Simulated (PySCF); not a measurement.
Ionisation energy of Co by level of theory

Co [Ar] 3d7 4s2 (4F) → Co+ [Ar] 3d8 (3F), as a difference of total energies. Computed with PySCF 2.14 in def2-SVP (5s3p2d1f, 31 functions), with the non-relativistic Hamiltonian (point nucleus). Correlated levels: valence: [Ar] frozen. The calculations carry no spin-orbit coupling.

```csv
method,ionisation energy (eV),difference from reference (eV)
UHF,8.178,+0.309
M06-2X,8.190,+0.321
TPSS,7.574,-0.295
MP2 (valence),7.216,-0.653
SCS-MP2 (valence),7.370,-0.499
```

Reference: 7.869 eV (measured; NIST levels, between the centres of gravity of the two terms).

These non-relativistic numbers lack the scalar-relativistic shift.

Errors of the correlated levels include the incompleteness of this basis and the frozen core.

MP2 underrates the near-degeneracy of ns² with np² in the lower species.
